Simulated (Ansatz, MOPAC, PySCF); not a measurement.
Species: InBr (charge 0, singlet). SMILES: [Br][In]
Structure (B3LYP-D3(BJ)/def2-TZVP (Ansatz, a quantum-chemistry and plane-wave program) minimum search):
```
In
Br 1 2.5957
```

Quantity: size of the dipole moment, in D. Conventions: STO-3G and 3-21G all-electron and non-relativistic; def2 sets with scalar-relativistic core potentials past Kr; PM7 with its own dispersion and hydrogen-bond terms; LANL2DZ with its own core potentials from Na on; no spin-orbit coupling. First-principles rows: single points at B3LYP-D3(BJ) geometries (Ansatz). Semi-empirical rows: dipoles at the shared geometry.

```json
[
 {"level": "AM1", "program": "MOPAC", "size of the dipole moment (D)": "2.68"},
 {"level": "PM6", "program": "MOPAC", "size of the dipole moment (D)": "4.71"},
 {"level": "PM7", "program": "MOPAC", "size of the dipole moment (D)": "8.24"},
 {"level": "MNDO", "program": "MOPAC", "size of the dipole moment (D)": "4.30"},
 {"level": "PBE/3-21G", "program": "Ansatz", "size of the dipole moment (D)": "2.82"},
 {"level": "BP86/LANL2DZ", "program": "PySCF", "size of the dipole moment (D)": "3.65"},
 {"level": "BP86/def2-SVP", "program": "PySCF", "size of the dipole moment (D)": "3.19"},
 {"level": "B3LYP/def2-SVP", "program": "Ansatz", "size of the dipole moment (D)": "3.37"},
 {"level": "M06-2X/LANL2DZ", "program": "PySCF", "size of the dipole moment (D)": "4.35"}
]
```

No value to compare with is used here. The 9 habitual levels span 2.68 (AM1) to 8.24 D (PM7).

The levels are drawn from those run, B3LYP/6-31G* more often than the rest, none by its result; runs whose electronic state is in doubt are left out.
